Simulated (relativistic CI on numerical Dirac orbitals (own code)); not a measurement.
V2+ in a cubic cluster: 1s photoemission with charge transfer

Computed with a charge-transfer multiplet model of a cubic metal-ligand cluster with up to 2 ligand holes, Slater and spin-orbit integrals from Dirac-Coulomb-Breit ions, Slater integrals scaled by 0.9. The ground state mixes d3 with configurations of k ligand holes L, whose averages lie at kΔ + k(k − 1)U_dd/2; a core hole lowers each added d electron by U_cd. 300 K, Lorentzian 1.1 eV and Gaussian 0.6 eV FWHM.

Atomic integrals in eV (Slater integrals scaled, ζ unscaled), ground: F2dd 8.026, F4dd 4.988, zeta_d 0.019; with the core hole: F2dd 9.721, F4dd 6.087, zeta_d 0.034, G2cd 0.043.

Cluster parameters (eV): U_dd = 4.8, U_cd = 6.2, 10Dq = 0.55, 10Dq(ligand) = 1.1, V(eg) = 2.45, V(t2g) = -1.06, final-state hopping factor = 1.

| Case | n_d | d3 | d4L | d5L2 | S |
| --- | --- | --- | --- | --- | --- |
| Δ = 2.2 eV | 3.73 | 0.38 | 0.51 | 0.11 | 1.50 |
| Δ = 5.2 eV | 3.47 | 0.58 | 0.37 | 0.05 | 1.50 |
| Δ = 7.2 eV | 3.34 | 0.69 | 0.29 | 0.03 | 1.50 |

Weights, n_d and S are thermal averages at 300 K. Binding energies count from the first peak over 30 % of the highest in each spectrum, which can be another peak from case to case. The parameters are a model scan and need not match a compound or its usual spin state. Peaks in eV (height, largest 100):
- Δ = 2.2 eV: 0.0 (100), 4.1 (11), 11.4 (11)
- Δ = 5.2 eV: 0.0 (100), 4.9 (8), 9.1 (11), 10.2 (12)
- Δ = 7.2 eV: 0.0 (100), 5.5 (8), 9.3 (14)

Curve for Δ = 7.2 eV (points under 2 left out, the grid thinned):

(E (eV), Intensity): (-3.9, 2.4), (-3.5, 2.9), (-3.2, 3.5), (-2.8, 4.5), (-2.5, 5.6), (-2.1, 7.9), (-1.8, 10.6), (-1.4, 16.9), (-1.1, 25.9), (-0.7, 49.4), (-0.4, 77.0), (0.0, 100.0), (0.4, 76.4), (0.7, 49.0), (1.1, 25.7), (1.4, 16.9), (1.8, 10.7), (2.1, 8.0), (2.5, 5.9), (2.8, 4.8), (3.2, 3.9), (3.5, 3.5), (3.9, 3.3), (4.3, 3.5), (4.6, 4.0), (5.0, 5.7), (5.3, 7.3), (5.7, 7.4), (6.0, 5.8), (6.4, 4.0), (6.7, 3.4), (7.1, 3.4), (7.4, 3.7), (7.8, 4.0), (8.2, 5.2), (8.5, 7.2), (8.9, 11.6), (9.2, 14.0), (9.6, 11.8), (9.9, 8.1), (10.3, 4.7), (10.6, 3.4), (11.0, 2.8), (11.3, 2.5), (11.7, 2.0)

For the case Δ = 5.2 eV, Δ = 5.2 eV is larger than U_dd = 4.8 eV, the Mott-Hubbard side of the Zaanen-Sawatzky-Allen scheme. With the core hole the configuration with one ligand hole lies at Δ − U_cd = -4.0, -1.0, 1.0 eV from the one without, in the order of the table; where this is negative the screened configuration lies lower, though the effective hopping of about 5.0 eV (from the holes of the mixed ground state) mixes the two strongly wherever it is as large as the gap.

With at most 2 ligand holes the space is cut while the next configuration still counts, so covalency is underestimated, and a final configuration with one more ligand hole, which can lie low, is missing from the spectra.
